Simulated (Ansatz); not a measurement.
Relaxation of Cl3GaH2 (6 atoms, charge 0, multiplicity 1), to a largest force component of 0.03 eV/Å in at most 50 steps.

These are results of RKS PBE-D4/def2-SVP (Ansatz 0.2.0), not measurements.

```xyz
6
Properties=species:S:1:pos:R:3:forces:R:3
Ga -0.003 0.225 -0.091 0.00 -0.13 0.05
H 0.001 0.176 1.475 0.00 0.15 0.00
Cl 1.831 0.350 -1.206 -0.02 -0.01 0.00
Cl -1.844 0.303 -1.199 0.02 -0.01 0.00
Cl 0.086 -2.837 1.460 -0.01 0.91 0.28
H 0.079 -1.611 2.000 0.00 -0.91 -0.34
```

Problem. Where does it end, and by what steps?

Solution. The run converged. After 8 steps the energy has fallen by 0.208 eV; Cl5 moved furthest, 0.65 Å.

```csv
step,energy less start (eV),largest force component (eV/Å),accepted
0,0.0000,0.912,yes
1,-0.0321,1.095,yes
2,-0.0861,0.908,yes
3,-0.1256,0.940,yes
4,-0.1628,0.533,yes
5,-0.1999,0.271,yes
6,-0.2027,0.239,yes
7,-0.2064,0.199,yes
8,-0.2083,0.012,yes
```

```xyz
6
Properties=species:S:1:pos:R:3
Ga 0.003 0.203 0.034
H -0.003 0.770 1.492
Cl 1.825 0.109 -1.134
Cl -1.820 0.028 -1.120
Cl 0.056 -2.424 0.957
H 0.089 -2.078 2.210
```

Whether the end is a true minimum wasn't checked by a vibrational analysis.

The run took 14 s on 2 threads of Intel(R) Xeon(R) Platinum 8259CL CPU @ 2.50GHz (Skylake/Cascade Lake), with other jobs on the host, peak memory 0.16 GiB.
